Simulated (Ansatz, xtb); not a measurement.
Two isomers of C4HFN2S

We compare a, `N#Cc1csnc1F`, a singlet, with b, `N#Cc1scnc1F`, a singlet. Both are isolated molecules in the gas phase, relaxed with r2SCAN-D4/def2-SVP.

a (Å):

```xyz
9

C    -1.8950   -0.6018    0.7714
C    -1.3215    0.3959   -0.0583
C    -0.0479    0.9298    0.0548
C    -1.9890    1.0199   -1.1683
F    -3.2195    0.6963   -1.5011
N    -2.3770   -1.4208    1.4459
N    -1.3388    1.9223   -1.8427
S     0.1743    2.0970   -1.1741
H     0.7178    0.6771    0.7899
```

b (Å):

```tsv
atom	x (Å)	y (Å)	z (Å)
C	-2.1407	-1.0378	0.6542
C	-1.5153	0.0995	0.1109
C	-0.3167	2.1459	-0.4031
C	-1.4719	0.5014	-1.2190
F	-2.0450	-0.1731	-2.1888
N	-2.6607	-1.9822	1.1013
N	-0.8087	1.6329	-1.5001
S	-0.6367	1.2695	1.0541
H	0.2659	3.0703	-0.3719
```

Energies in hartree; the thermal terms are from GFN2-xTB frequencies at re-optimised GFN2-xTB minima (ideal gas, soft modes damped towards free rotors, one conformer each, 298.15 K, 1 atm) and include the zero-point energy:

```
                              a           b
E, CCSD(T)/def2-SVP  −758.662993  −758.669222
    E, MP2/def2-SVP  −758.594494  −758.600510
  E, MP2/def2-TZVPP  −759.443322  −759.442540
  zero-point energy     0.044527     0.044536
       H(298 K) − E     0.052084     0.052141
       G(298 K) − E     0.013016     0.012970
```

Question: Correct the CCSD(T) difference for the basis set by the MP2 change, then work out ΔE, ΔE₀, ΔH and ΔG for a → b in kJ/mol (1 Eh = 2625.50 kJ/mol) and the equilibrium ratio [b]/[a].

Answer: 1. Differences b − a: CCSD(T) −0.006229, MP2 in the small set −0.006016, MP2 in the large set +0.000782 Eh.
2. ΔE = −0.006229 + (+0.000782 − (−0.006016)) = +0.000569 Eh = +1.49 kJ/mol.
3. ΔE₀ = ΔE + ΔZPE = +0.000569 + (+0.000009) Eh = +1.52 kJ/mol.
4. ΔH = ΔE + (+0.000057) Eh = +1.64 kJ/mol.
5. ΔG = ΔE + (−0.000046) Eh = +1.37 kJ/mol, so ΔS = (ΔH − ΔG)/T = +0.9 J/(mol K).
6. kT = 0.9442 mEh, so K = [b]/[a] = exp(−ΔG/kT) = exp(−0.55) ≈ 0.57.

The two are too close for this level to say which is favoured. An error of 4 kJ/mol in ΔG would change K by a factor of 5. The basis-set step is large, which makes the value less sure. Mirror images and further conformers aren't counted.

As drawn, b has 1 C∷S, 1 C∷N in place of 1 C∷C, 1 N∷S (∷ is an aromatic bond).

Other levels gave ΔE = −4.1 (GFN2-xTB); −18.6 (HF/STO-3G, GFN2-xTB geometries); −20.4 (r2SCAN-D4/def2-SVP//GFN2-xTB); −18.5 (r2SCAN-D4/def2-SVP); −15.1 (HF/def2-SVP); −15.8 (MP2/def2-SVP); −16.4 (CCSD(T)/def2-SVP) kJ/mol. The correlated steps freeze 12 core orbitals. Programs: Ansatz 0.2.0, xtb 6.7.1.
